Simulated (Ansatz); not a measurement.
The cluster IrO2⁺. Total charge 1; singlet. Geometry B3LYP-D4/def2-TZVP.

Cartesian coordinates in Å:
```
Ir -0.3205 -0.0621 -0.1195
O -0.1280 -0.8974 1.3150
O 0.4485 0.9595 -1.1954
```

In the def2 sets Ir takes a core potential; there is no spin–orbit coupling. At HF/def2-TZVP, PBE-D4/def2-TZVP, r2SCAN-D4/def2-TZVP, PBE0-D4/def2-TZVP the restricted singlet is unstable: a solution with broken spin symmetry lies lower. The restricted singlet is unstable towards broken spin symmetry at other levels; at PBE-D4/def2-SVP this wasn't settled. The geometry of the singlet was relaxed on an unsound state (restricted singlet, unstable towards broken spin symmetry at other levels and untested here). The order of the spin states hangs on the level: the triplet lies 0.08 eV below the singlet at r2SCAN-D4/def2-TZVP, but 0.19 eV above it at PBE-D4/def2-TZVP. The singlet is doubtful at r2SCAN-D4/def2-TZVP (restricted singlet, unstable towards broken spin symmetry). The singlet is doubtful at PBE-D4/def2-TZVP (restricted singlet, unstable towards broken spin symmetry). The structure comes from a short search, and lower isomers may exist.

Estimate the orbital energies around the gap (eV) in Ansatz with HF/def2-TZVP, PBE-D4/def2-SVP, PBE-D4/def2-TZVP, r2SCAN-D4/def2-TZVP, PBE0-D4/def2-TZVP.


```tsv
orbital	HF/def2-TZVP	PBE-D4/def2-SVP	PBE-D4/def2-TZVP	r2SCAN-D4/def2-TZVP	PBE0-D4/def2-TZVP
HOMO−13	-127.99	-107.82	-107.77	-110.31	-113.07
HOMO−12	-79.26	-65.27	-65.09	-66.80	-68.94
HOMO−11	-78.20	-63.20	-63.12	-64.95	-67.11
HOMO−10	-77.93	-62.65	-62.61	-64.39	-66.67
HOMO−9	-44.20	-32.89	-33.02	-34.33	-36.07
HOMO−8	-42.10	-31.13	-31.39	-32.69	-34.32
HOMO−7	-26.50	-19.98	-19.93	-20.42	-21.83
HOMO−6	-25.44	-19.75	-19.63	-20.02	-21.35
HOMO−5	-24.97	-19.48	-19.34	-19.69	-21.06
HOMO−4	-23.25	-17.32	-17.22	-17.53	-18.78
HOMO−3	-23.17	-17.13	-17.04	-17.37	-18.64
HOMO−2	-21.46	-16.08	-16.02	-16.35	-17.51
HOMO−1	-20.17	-14.80	-14.72	-14.99	-16.41
HOMO	-19.66	-14.74	-14.67	-14.92	-16.29
LUMO	-9.59	-13.99	-13.89	-13.89	-13.07
LUMO+1	-7.67	-12.27	-12.16	-12.18	-11.36
LUMO+2	-6.81	-11.44	-11.42	-11.36	-10.55
LUMO+3	-3.16	-6.43	-6.63	-6.18	-5.80
LUMO+4	-2.90	-5.62	-5.84	-5.32	-5.13
LUMO+5	-1.49	-4.59	-4.63	-3.98	-3.86
```
